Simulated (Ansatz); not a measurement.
Computed with Ansatz on PBE0-D4/def2-TZVP structures; ΔE is electronic, products minus reactants. CCSD(T)/CBS is the MP2 limit (def2-TZVPP, def2-QZVPP) plus CCSD(T) − MP2 in def2-TZVPP, frozen cores. This one scheme is used for every species. Functionals use def2-TZVPP. For Ga, Zn outer-core shells are correlated without core-valence functions, which leaves a few kJ/mol of doubt a bond. Scalar relativity is left out up to krypton.

`[ZnH][S][GaH2]` + NH₃ → `[NH2][ZnH]` + `[SH][GaH2]`  (ligand exchange at a Zn–S bond)

| level | ΔE (kJ/mol) |
| --- | --- |
| r2SCANh-D4 | 92.2 |
| CCSD/def2-SVP | 95.6 |
| HF/def2-QZVPP | 96.8 |
| MP2/CBS(def2) | 92.6 |

Question: What does CCSD(T)/CBS give? (Best estimate.)

Answer: The calculation gave: +92.4 kJ/mol. The listed levels differ from it by -0.2, 3.2, 4.4, 0.2 kJ/mol.

Question: What do rigid-rotor, harmonic-oscillator terms from PBE0-D4/def2-TZVP frequencies (298.15 K, 1 bar) make of the CCSD(T)/CBS value? (An estimate is asked.)

Answer: Ansatz gave: ΔZPE = -8.0 kJ/mol, ΔH = +82.5 kJ/mol, ΔS = 9 J/(mol·K), ΔG = +79.7 kJ/mol.

Largest T1 diagnostic among the species: 0.016.

At CCSD(T), def2-SVP lies +4.3 kJ/mol from the extrapolated value and def2-TZVPP −5.6 kJ/mol. From PBE to PBE0 (25 % exact exchange), in def2-TZVPP and without D4, ΔE moves by +6.9 kJ/mol.
